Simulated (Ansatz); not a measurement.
Reaction (ligand exchange at the Si–O bond): `F[Si](F)(Cl)O[SiH3]` + HCl → `F[Si](F)(Cl)Cl` + `O[SiH3]`

Program: Ansatz. Geometries: PBE0-D4/def2-TZVP. ΔE: electronic, gas phase. CCSD(T)/CBS is the MP2 limit (def2-TZVPP, def2-QZVPP) plus CCSD(T) − MP2 in def2-TZVPP, frozen cores. This one scheme is used for every species. DFT in def2-TZVPP. HSE06 is defined as in plane-wave codes. One conformer a species, not always the lowest.

(1) Is it downhill or uphill in electronic energy at CCSD(T)/CBS, and by how much? (Best estimate.)

(2) What do these levels give: B2PLYP, PBE, PBE0, r2SCAN0, HSE06, RPA@PBE/def2-TZVPP, MP2/def2-SVP, CCSD/def2-SVP, HF/def2-TZVPP, CCSD(T)/def2-TZVPP, SCS-MP2/def2-QZVPP, CCSD/CBS(def2)? (An estimate is asked.)

Largest T1 diagnostic among the species: 0.011.

Answers

(1) Computed: Uphill: ΔE = +0.43 eV.

(2) The calculation gave: B2PLYP 0.42, PBE 0.25, PBE0 0.32, r2SCAN0 0.40, HSE06 0.32, RPA@PBE/def2-TZVPP 0.48, MP2/def2-SVP 0.42, CCSD/def2-SVP 0.47, HF/def2-TZVPP 0.59, CCSD(T)/def2-TZVPP 0.47, SCS-MP2/def2-QZVPP 0.45, CCSD/CBS(def2) 0.47 eV.

From BLYP to BHLYP (50 % exact exchange), in def2-TZVPP and without D4, ΔE moves by +0.14 eV. The D4 term adds +0.04 eV with B3LYP and +0.02 eV with PBE0; it sums over pairs of atoms, weighted by their polarisabilities, and B3LYP, whose exchange is more repulsive, gets the larger term. Leaving LDA and LC-ωPBE aside and taking each functional with its dispersion term where it has one, the values, not all of them listed here, spread over 0.26 eV, from revPBE-D4 to BHLYP-D4. LDA lies +0.07 eV from PBE without D4.

B3LYP here is the variant with VWN-RPA as its local correlation; programs differ in this.
